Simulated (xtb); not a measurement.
C₂H₃O₂, charge -1, singlet, from a rough starting geometry; GFN2-xTB (xtb).

Here is a job for xtb.
```
$ xtb mol.xyz --gfn 2 --chrg -1 --opt vtight --json

# file mol.xyz
7

C     -0.60167559     0.59959288     0.05653608
O     -0.37361666     1.82185990     0.03258641
O     -1.80343678     0.05832269     0.04417046
C      0.51419479    -0.43609484     0.00286134
H      1.47600470     0.01019105     0.00220026
H      0.36500907    -1.06812827     0.86908878
H      0.39114629    -1.03906254    -0.85263414
```

Problem. What does xtb print? Leave out banner, timings and long lists.

Solution. 
```
   ID    Z sym.   atoms
    1    6 C      1, 4
    2    8 O      2, 3
    3    1 H      5-7

           -------------------------------------------------
          |                Calculation Setup                |
           -------------------------------------------------

           -------------------------------------------------
          |                 G F N 2 - x T B                 |
           -------------------------------------------------

          ...................................................
          :                      SETUP                      :
          :.................................................:
          :  # basis functions                  19          :
          :  # atomic orbitals                  19          :
          :  # shells                           11          :
          :  # electrons                        24          :
          :  max. iterations                   250          :
          :  Hamiltonian                  GFN2-xTB          :
          :  restarted?                      false          :
          :  GBSA solvation                  false          :
          :  PC potential                    false          :
          :  electronic temp.          300.0000000     K    :
          :  accuracy                    1.0000000          :
          :  -> integral cutoff          0.2500000E+02      :
          :  -> integral neglect         0.1000000E-07      :
          :  -> SCF convergence          0.1000000E-05 Eh   :
          :  -> wf. convergence          0.1000000E-03 e    :
          :  Broyden damping             0.4000000          :
          :  net charge                         -1          :
          :  unpaired electrons                  0          :
          ...................................................

 iter      E             dE          RMSdq      gap      omega  full diag
   1    -14.1952782 -0.141953E+02  0.598E+00    5.76       0.0  T
   2    -14.2683262 -0.730480E-01  0.245E+00    4.48       1.0  T
   3    -14.2731653 -0.483909E-02  0.162E+00    4.99       1.0  T
   4    -14.2752224 -0.205706E-02  0.306E-01    4.69       1.0  T
   5    -14.2754896 -0.267261E-03  0.121E-01    4.78       1.0  T
   6    -14.2754924 -0.276628E-05  0.353E-02    4.77       1.1  T
   7    -14.2754933 -0.866982E-06  0.777E-03    4.78       4.9  T
   8    -14.2754933 -0.624750E-07  0.140E-03    4.78      26.9  T
   9    -14.2754933 -0.851247E-08  0.544E-04    4.78      69.4  T
  10    -14.2754933 -0.753987E-09  0.564E-05    4.78     670.1  T

   *** convergence criteria satisfied after 10 iterations ***

         :::::::::::::::::::::::::::::::::::::::::::::::::::::
         ::                     SUMMARY                     ::
         :::::::::::::::::::::::::::::::::::::::::::::::::::::
         :: total energy             -14.156835982098 Eh    ::
         :: gradient norm              0.112607559193 Eh/a0 ::
         :: HOMO-LUMO gap              4.777337101297 eV    ::
         ::.................................................::
         :: SCC energy               -14.275493076240 Eh    ::
         :: -> isotropic ES            0.215860974441 Eh    ::
         :: -> anisotropic ES          0.003569662980 Eh    ::
         :: -> anisotropic XC         -0.001007151578 Eh    ::
         :: -> dispersion             -0.003098947145 Eh    ::
         :: repulsion energy           0.118657094143 Eh    ::
         :: add. restraining           0.000000000000 Eh    ::
         :: total charge              -1.000000000000 e     ::
         :::::::::::::::::::::::::::::::::::::::::::::::::::::

      -----------------------------------------------------------
     |                   =====================                   |
     |                        A N C O P T                        |
     |                   =====================                   |
     |               Approximate Normal Coordinate               |
     |                Rational Function Optimizer                |
      -----------------------------------------------------------
      -----------------------------------------------------------
     |                   =====================                   |
     |                        A N C O P T                        |
     |                   =====================                   |
     |               Approximate Normal Coordinate               |
     |                Rational Function Optimizer                |
      -----------------------------------------------------------

          ...................................................
          :                      SETUP                      :
          :.................................................:
          :   optimization level         verytight          :
          :   max. optcycles                   200          :
          :   ANC micro-cycles                  20          :
          :   degrees of freedom                15          :
          :.................................................:
          :   RF solver                   davidson          :
          :   write xtbopt.log                true          :
          :   linear?                        false          :
          :   energy convergence         0.1000000E-06 Eh   :
          :   grad. convergence          0.2000000E-03 Eh/α :
          :   maxmium RF displ.          1.0000000          :
          :   Hlow (freq-cutoff)         0.1000000E-01      :
          :   Hmax (freq-cutoff)         5.0000000          :
          :   S6 in model hess.         20.0000000          :
          ...................................................

generating ANC from exact Hessian ...
Using Lindh-Hessian (1995)
 Shifting diagonal of input Hessian by    0.0000000000000000
 Lowest  eigenvalues of input Hessian
    0.000000    0.000000    0.000000    0.000000    0.000000    0.000000
    0.021505    0.036735    0.051563    0.092188    0.117760    0.123359
[...]
 * total energy  :   -14.1568360 Eh     change       -0.1248779E-10 Eh
 * total energy  :   -14.1630988 Eh     change       -0.6262772E-02 Eh
 * total energy  :   -14.1612265 Eh     change        0.1872216E-02 Eh
 * total energy  :   -14.1659526 Eh     change       -0.4726074E-02 Eh
 * total energy  :   -14.1661055 Eh     change       -0.1528580E-03 Eh
 * total energy  :   -14.1661445 Eh     change       -0.3904649E-04 Eh
 * total energy  :   -14.1661554 Eh     change       -0.1085320E-04 Eh
 * total energy  :   -14.1661556 Eh     change       -0.2360240E-06 Eh
 * total energy  :   -14.1661556 Eh     change       -0.1640722E-07 Eh
   *** GEOMETRY OPTIMIZATION CONVERGED AFTER 9 ITERATIONS ***
[...]
          :  -> SCF convergence          0.1000000E-05 Eh   :
          :  -> wf. convergence          0.1000000E-03 e    :
          :  Broyden damping             0.4000000          :
          :  net charge                         -1          :
          :  unpaired electrons                  0          :
          ...................................................

 iter      E             dE          RMSdq      gap      omega  full diag
   1    -14.2839942 -0.142840E+02  0.451E-05    5.33       0.0  T
   2    -14.2839942 -0.385292E-11  0.242E-05    5.33    1559.6  T
   3    -14.2839942 -0.619949E-12  0.127E-05    5.33    2985.8  T

   *** convergence criteria satisfied after 3 iterations ***

         :::::::::::::::::::::::::::::::::::::::::::::::::::::
         ::                     SUMMARY                     ::
         :::::::::::::::::::::::::::::::::::::::::::::::::::::
         :: total energy             -14.166155622779 Eh    ::
         :: gradient norm              0.000028080316 Eh/a0 ::
         :: HOMO-LUMO gap              5.334519030936 eV    ::
         ::.................................................::
         :: SCC energy               -14.283993890657 Eh    ::
         :: -> isotropic ES            0.207408628494 Eh    ::
         :: -> anisotropic ES          0.004053229492 Eh    ::
         :: -> anisotropic XC         -0.001168819773 Eh    ::
         :: -> dispersion             -0.003141451476 Eh    ::
         :: repulsion energy           0.117838267878 Eh    ::
         :: add. restraining           0.000000000000 Eh    ::
         :: total charge              -1.000000000000 e     ::
         :::::::::::::::::::::::::::::::::::::::::::::::::::::

           -------------------------------------------------
          |                Property Printout                |
           -------------------------------------------------

    * Orbital Energies and Occupations

         #    Occupation            Energy/Eh            Energy/eV
      -------------------------------------------------------------
         1        2.0000           -0.4589536             -12.4888
         2        2.0000           -0.4457786             -12.1303
         3        2.0000           -0.4137562             -11.2589
         4        2.0000           -0.3489084              -9.4943
         5        2.0000           -0.3180773              -8.6553
         6        2.0000           -0.3064038              -8.3377
         7        2.0000           -0.3053645              -8.3094
         8        2.0000           -0.2749830              -7.4827
         9        2.0000           -0.2671425              -7.2693
        10        2.0000           -0.1846789              -5.0254
        11        2.0000           -0.1694223              -4.6102
        12        2.0000           -0.1544260              -4.2021 (HOMO)
        13                          0.0416140               1.1324 (LUMO)
        14                          0.2946280               8.0172
        15                          0.3416953               9.2980
        16                          0.3829044              10.4194
        17                          0.3921525              10.6710
        18                          0.6332217              17.2308
        19                          0.8800625              23.9477
      -------------------------------------------------------------
                  HL-Gap            0.1960400 Eh            5.3345 eV
             Fermi-level           -0.0564060 Eh           -1.5349 eV

     #   Z          covCN         q      C6AA      α(0)
     1   6 C        2.678     0.368    20.768     7.457
     2   8 O        0.856    -0.605    26.250     6.869
     3   8 O        0.856    -0.607    26.300     6.876
     4   6 C        3.742    -0.126    23.004     6.843
     5   1 H        0.925    -0.009     3.212     2.803
     6   1 H        0.925    -0.010     3.237     2.813
     7   1 H        0.925    -0.010     3.236     2.813

 Mol. C6AA /au·bohr⁶  :        620.323103
 Mol. C8AA /au·bohr⁸  :      13158.539897
 Mol. α(0) /au        :         36.474222

Wiberg/Mayer (AO) data.
largest (>0.10) Wiberg bond orders for each atom

 ---------------------------------------------------------------------------
     #   Z sym  total        # sym  WBO       # sym  WBO       # sym  WBO
 ---------------------------------------------------------------------------
     1   6 C    3.945 --     2 O    1.530     3 O    1.527     4 C    0.884
     2   8 O    1.834 --     1 C    1.530     3 O    0.230
     3   8 O    1.831 --     1 C    1.527     2 O    0.230
     4   6 C    3.969 --     5 H    0.993     7 H    0.987     6 H    0.986
                             1 C    0.884
     5   1 H    1.000 --     4 C    0.993
     6   1 H    1.000 --     4 C    0.986
     7   1 H    1.000 --     4 C    0.987
 ---------------------------------------------------------------------------

Topologies differ in total number of bonds
Writing topology from bond orders to xtbtopo.mol

molecular dipole:
                 x           y           z       tot (Debye)
 q only:        1.847      -1.622      -0.076
   full:        2.096      -1.863      -0.081       7.130
molecular quadrupole (traceless):
                xx          xy          yy          xz          yz          zz
 q only:       -3.655       2.076      -3.142       0.197      -0.270       6.798
  q+dip:       -4.338       1.691      -3.824       0.217      -0.316       8.162
   full:       -4.627       1.758      -4.136       0.222      -0.331       8.763

optimized geometry written to: xtbopt.xyz

           -------------------------------------------------
          | TOTAL ENERGY              -14.166155622779 Eh   |
          | GRADIENT NORM               0.000028080316 Eh/α |
          | HOMO-LUMO GAP               5.334519030936 eV   |
           -------------------------------------------------

normal termination of xtb
```
